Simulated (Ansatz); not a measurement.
Cost and result up the ladder for Ga(H2O)H3 (GaOH₅) (7 atoms). The state is a singlet with charge 0. Geometry: r2SCAN-D4/def2-TZVP.

```xyz
7

Ga    0.468    0.634    0.561
O    -0.850   -0.607   -0.660
H    -0.875   -1.503   -0.302
H    -0.485   -0.683   -1.551
H     0.366    1.916   -0.335
H     1.742   -0.279    0.406
H    -0.366    0.522    1.882
```

Ansatz on 4 threads of Intel Xeon on a shared host. Times are rough, and most runs start from the orbitals of an earlier one. PBE0-D4/def2-TZVP serves as the yardstick here, not as an exact answer. Differences are given only for rows in sets of like size (and for xTB, whose basis is part of the method), since another set adds its own error. Binding counts from free atoms at the same level (Ga doublet, O triplet, H doublet; other spins of the atoms weren't run), without zero-point energy or a counterpoise term.

LC-ωPBE has ω = 0.4 bohr⁻¹. HSE06 is defined as in plane-wave codes, on full-range PBE exchange. Correlated methods freeze 10 core orbitals; core or outer-core shells of Ga are correlated, in sets that lack core-valence functions.

Correlated methods converge slowly with the basis.

| level | functions | wall time | binding energy per atom (eV) | difference from PBE0-D4/def2-TZVP (eV) |
| --- | --- | --- | --- | --- |
| LDA (SPW92)/def2-TZVP | 109 | 0.71 s | 3.09 | 0.42 |
| PBE-D4/def2-SVP | 71 | 0.75 s | 2.71 | – |
| revPBE-D4/def2-TZVP | 109 | 0.86 s | 2.64 | -0.03 |
| BLYP-D4/def2-TZVP | 109 | 0.96 s | 2.69 | 0.02 |
| PBE0-D4/def2-SVP | 71 | 1 s | 2.68 | – |
| PBE-D4/def2-TZVP | 109 | 1.1 s | 2.70 | 0.03 |
| HSE06-D4/def2-TZVP | 109 | 1.2 s | 2.67 | 0.00 |
| MP2/def2-TZVP | 109 | 1.3 s | 2.63 | -0.04 |
| PBE0-D4/def2-TZVP | 109 | 1.6 s | 2.67 | 0.00 |
| LC-ωPBE/def2-TZVP (with forces) | 109 | 1.7 s | 2.71 | 0.03 |
| r2SCAN-D4/def2-TZVP | 109 | 1.7 s | 2.73 | 0.06 |
| r2SCANh-D4/def2-TZVP | 109 | 2.2 s | 2.72 | 0.05 |
| CCSD(T)/def2-TZVPP | 149 | 13 s | 2.73 | 0.06 |
